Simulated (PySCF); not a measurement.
## WOCl₂ + NH₃ → WN(OH) + 2 HCl

Level: PBE0 in the def2-TZVP basis family, computed in PySCF with density fitting; scalar-relativistic core potentials for atoms from Rb on, none lighter, no spin–orbit coupling; open shells unrestricted.

| species | state and structure | E (Eh) | ZPE (kJ/mol) | H(298 K) − H(0) (kJ/mol) | S° (J/(mol K)) |
| --- | --- | --- | --- | --- | --- |
| WOCl₂ | triplet, C2v, W–Cl 2.273 Å (×2), W–O 1.677 Å; Cl–W–Cl 122.2°, Cl–W–O 118.9° (×2) | -1062.52585 | 13.6 | 16.9 | 344.5 |
| NH₃ | singlet, C3v, N–H 1.013 Å (×3); H–N–H 107.1° (×3) | -56.51312 | 90.6 | 10.0 | 192.4 |
| WN(OH) | triplet, Cs, O–H 0.959 Å, W–N 1.660 Å, W–O 1.898 Å; H–O–W 121.6°, N–W–O 109.8° | -197.53364 | 42.5 | 12.6 | 297.9 |
| HCl | singlet, C∞v, H–Cl 1.279 Å | -460.66440 | 17.9 | 8.7 | 186.6 |

Task: What is the electronic reaction energy?

Result: At PBE0/def2-TZVP, ΔE = 463.5 kJ/mol from the differences of the total energies times 2625.5, uphill. 

Task: Add zero-point, thermal and entropy terms for 298.15 K and 1 bar.

Result: ΔZPE = -25.9 and Δ[H(298) − H(0)] = 3.1 kJ/mol give ΔH° = 440.7 kJ/mol. ΔS° = 134.2 J/(mol K), so ΔG° = 440.7 − 298.15 × (0.1342) = 401 kJ/mol.

Spin–orbit coupling can matter for WOCl₂, WN(OH) and is left out. Open d or f shells are single determinants, so the state found may not be the ground state. The structures come from searches over a few start shapes, so lower isomers are not excluded.
